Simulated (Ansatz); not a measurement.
Cost and result for the atomization energy of C4H7B, SMILES `C#CB(C)C` (12 atoms, 11 bonds).

Cartesian coordinates in Å:
```
C -1.429 -1.028 2.004
C -0.782 -0.562 1.096
B 0.035 0.025 -0.051
C 0.757 1.397 0.155
C 0.129 -0.759 -1.400
H -1.998 -1.439 2.806
H 0.960 1.924 -0.781
H 1.738 1.164 0.598
H 0.258 2.065 0.859
H -0.722 -0.424 -2.012
H 0.026 -1.841 -1.299
H 1.028 -0.521 -1.974
```

Charge 0, multiplicity 1. Geometry: relaxed with PBE0-D4/def2-TZVP. Program: Ansatz. All runs use 4 threads of a server CPU on a shared host. Times are those of one run each, without the atoms' runs, and a repeat can differ threefold. Electronic energies, without spin–orbit coupling; frozen cores. CCSD(T)/CBS adds CCSD(T) − MP2 in def2-TZVPP to the MP2 limit, and its time is that of the two runs behind it. T1 = 0.012.

CCSD(T)/CBS is a level of theory with its own doubt, some kJ/mol a heavy atom from the limit and from the frozen cores, so smaller differences don't rank the functionals.

| level | functions | wall time | atomization (kcal/mol) | difference from CCSD(T)/CBS | per bond |
| --- | --- | --- | --- | --- | --- |
| LDA (SPW92)/def2-TZVPP | 253 | 1.8 s | 1360.2 | 163.1 | 14.8 |
| BLYP-D4/def2-TZVPP | 253 | 3 s | 1201.4 | 4.3 | 0.4 |
| PBE0-D4/def2-TZVPP | 253 | 3.7 s | 1211.7 | 14.6 | 1.3 |
| r2SCANh-D4/def2-TZVPP | 253 | 6.5 s | 1201.7 | 4.6 | 0.4 |
| r2SCAN-D4/def2-TZVPP (with forces) | 253 | 7 s | 1207.6 | 10.5 | 1.0 |
| CCSD(T)/def2-SVP | 105 | 7.5 s | 1153.9 | -43.2 | -3.9 |
| PBE-QIDH/def2-TZVPP | 253 | 8 s | 1201.9 | 4.8 | 0.4 |
| ωB97X-V/def2-TZVPP | 253 | 11 s | 1199.0 | 1.9 | 0.2 |
| B97M-V/def2-TZVPP | 253 | 13 s | 1207.3 | 10.2 | 0.9 |
| ωB97M-V/def2-TZVPP (with forces) | 253 | 15 s | 1204.9 | 7.8 | 0.7 |
| MP2/def2-QZVPP | 495 | 32 s | 1208.0 | 10.9 | 1.0 |
| CCSD(T)/def2-TZVPP | 253 | 3 min | 1171.8 | -25.3 | -2.3 |
| CCSD(T)/CBS(def2) | – | 3.6 min | 1197.1 | 0.0 | 0.0 |

In def2-TZVPP, CCSD(T) changes the Hartree–Fock value by +255.6 kcal/mol (the triples alone add +16.6 kcal/mol) and MP2 by +276.9 kcal/mol; breaking electron pairs costs correlation energy, which Hartree–Fock lacks. From BLYP to BHLYP (50 % exact exchange), in def2-TZVPP and without D4, the atomization energy moves by −21.4 kcal/mol: exact exchange takes away binding that semilocal exchange gives to molecules. At CCSD(T), def2-SVP lies −43.1 kcal/mol from the extrapolated value and def2-TZVPP −25.2 kcal/mol: correlation converges slowly with the basis, and small sets miss more of it in the bonded molecule than in its fragments.
